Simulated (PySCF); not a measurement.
# How methods differ on the ionisation energy of Ni

Ni [Ar] 3d8 4s2 (3F) → Ni⁺ [Ar] 3d9 (2D), as a difference of total energies. Computed with PySCF 2.14 in jorge-DZP-DKH, with scalar relativity by spin-free X2C-1e. Correlated levels: valence: [Ar] frozen. The calculations carry no spin-orbit coupling.

```tsv
method	ionisation energy (eV)
UHF	8.666
MP2 (valence)	7.609
SCS-MP2 (valence)	7.816
```

Question: How much does correlation contribute at MP2 (valence)?

Answer: 7.609 − (8.666) = -1.057 eV, measured against UHF.

The reference lies between the lowest fine-structure levels, while these numbers refer to the centres of the terms.

Errors of the correlated levels include the incompleteness of this basis and the frozen core.

For comparison: 7.640 eV (measured; NIST Atomic Spectra Database, ionization energies).
